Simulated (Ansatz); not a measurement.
**What each rung costs, and what it gives**

The pair of F⁻ (SMILES [F-], atom 1) and CH$_{6}$Si (SMILES C[SiH3], atoms 2–9), both closed shells, in one local arrangement (a lower one may exist), relaxed at PBE0-D4/def2-TZVPD:

F1  (1.094, 0.074, -1.615)
C2  (0.530, -0.168, 0.962)
Si3  (-0.397, 0.122, -0.690)
H4  (1.613, -0.265, 0.845)
H5  (0.139, -1.073, 1.439)
H6  (0.317, 0.663, 1.644)
H7  (-0.617, 1.540, -1.187)
H8  (-1.788, 0.176, 0.094)
H9  (-0.890, -1.069, -1.492)
(Å)

Interaction energies are counterpoise-corrected; the time is that of the whole pair.

Ansatz 0.2.0; basis: as named in each row; cores frozen in the correlated methods. B3LYP uses VWN-RPA correlation. Extrapolation: Hartree–Fock as exp(−7.88 √X), correlation as X^−2.97.

Times are rough, for one single point on 4 threads of a shared host (Arm Neoverse V1).

The estimate by CCSD(T) at an estimated basis limit (MP2 extrapolated from triple and quadruple zeta, plus CCSD(T) − MP2 in triple zeta) is -2.747 eV.

```tsv
method	basis	time (s)	interaction energy (eV)	method less estimate
HF	STO-3G	under 1	-1.435	1.312
PBE-D4	STO-3G	under 1	-1.160	1.587
SPW92	def2-SVP	under 1	-2.999	-0.253
B3LYP-D4	6-31G	under 1	-1.836	0.911
PBE-D4	def2-SVP	under 1	-2.700	0.047
PBE0-D4	def2-SVP	under 1	-2.924	-0.177
CCSD(T)	def2-SVP	1	-2.689	0.057
PBE-D4	def2-TZVPPD	2	-2.480	0.267
revPBE-D4	def2-TZVPPD	2	-2.446	0.301
BLYP-D4	def2-TZVPPD	2	-2.364	0.383
PBE0-D4	def2-TZVPPD	2	-2.700	0.047
HSE06-D4	def2-TZVPPD	2	-2.698	0.049
wB97M-V	def2-SVP	2	-2.955	-0.208
B3LYP-D4	def2-TZVPPD	2	-2.575	0.172
r2SCAN-D4	def2-TZVPPD	3	-2.725	0.022
B2PLYP	def2-TZVPPD	3	-2.544	0.203
B97M-V	def2-TZVPPD	6	-2.806	-0.059
wB97X-V	def2-TZVPPD	6	-2.678	0.069
wB97M-V	def2-TZVPPD	6	-2.722	0.025
MP2	def2-QZVPPD	11	-2.700	0.047
CCSD(T)	def2-TZVPPD	50	-2.617	0.130
```

T1 diagnostic: at most 0.024.
